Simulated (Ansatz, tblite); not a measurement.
## CH5BOSi (SMILES B[SiH2]C=O): methods side by side

The species is CH5BOSi (9 atoms), meant as a singlet with charge 0. SMILES: `B[SiH2]C=O`. Geometry: relaxed at PBE0-D4/def2-TZVP. This is one conformer, not always the lowest.

Quantity: the electronic atomisation energy, in eV. The values are calculated. Electronic energies at fixed atoms, without zero-point motion or spin-orbit coupling.

| level | kind | program | value (eV) | less CCSD(T)/def2-SVP | CPU time (all runs) |
| --- | --- | --- | --- | --- | --- |
| GFN1-xTB | semi-empirical | tblite | 38.61 | +8.11 | under 2 s |
| HF/def2-SVP | Hartree–Fock | Ansatz | 23.86 | -6.64 | 2.5 s |
| revPBE/def2-SVP | GGA | Ansatz | 31.88 | +1.38 | 8.4 s |
| r2SCAN/def2-SVP | meta-GGA | Ansatz | 32.50 | +2.00 | 19 s |
| B3LYP/def2-SVP | global hybrid | Ansatz | 32.21 | +1.71 | 9.7 s |
| wB97M-V/def2-SVP | range-separated hybrid | Ansatz | 32.73 | +2.23 | 83 s |
| PBE-QIDH/def2-SVP | double hybrid | Ansatz | 31.69 | +1.19 | 12 s |
| RPA@PBE/def2-SVP | RPA | Ansatz | 29.43 | -1.07 | 16 s |
| MP2/def2-SVP | perturbation theory | Ansatz | 30.81 | +0.31 | 3.1 s |
| CCSD(T)/def2-SVP | coupled cluster or CI | Ansatz | 30.50 | 0.00 | 20 s |

Differences are taken from CCSD(T)/def2-SVP for orientation; it has basis-set and higher-order errors of its own. Correlated wave functions underbind in double-zeta sets. The values span 23.86 to 38.61 eV. CPU times are rough (shared hosts, several kinds of processor and program).
